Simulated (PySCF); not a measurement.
**Exercise with solution: refractive index and permittivity of the vapour**

C2H4Cl2Si, SMILES C=C[SiH](Cl)Cl.

The structure is a stationary point at B3LYP-D3(BJ)/def2-SVP. The values are those of a single conformer.

ωB97X/def2-TZVP run with PySCF gives a mean static polarisability of 70.5 bohr³ and a dipole moment of 2.39 D. Take an ideal gas at 298.15 K and 1 bar, whether or not the substance is that volatile.

Task: Work out n − 1 in the optical limit and the static ε − 1.

Result: 
Polarisability volume α' = 70.5 × 0.148185 = 10.45 Å³. Number density N = p/kT = 2.43e-5 Å⁻³.
Dilute limit of Lorentz–Lorenz: n − 1 = 2π N α' = 0.0016.
Orientation term of Debye: μ²/(3kT) = 8.098 Å³ × μ²(D²) = 46.26 Å³.
ε − 1 = 4π N (α' + μ²/3kT) = 0.017. Orientation of the dipole supplies 82 % of the static response; it can't follow optical fields. Vibrational polarisation and dispersion are left out.
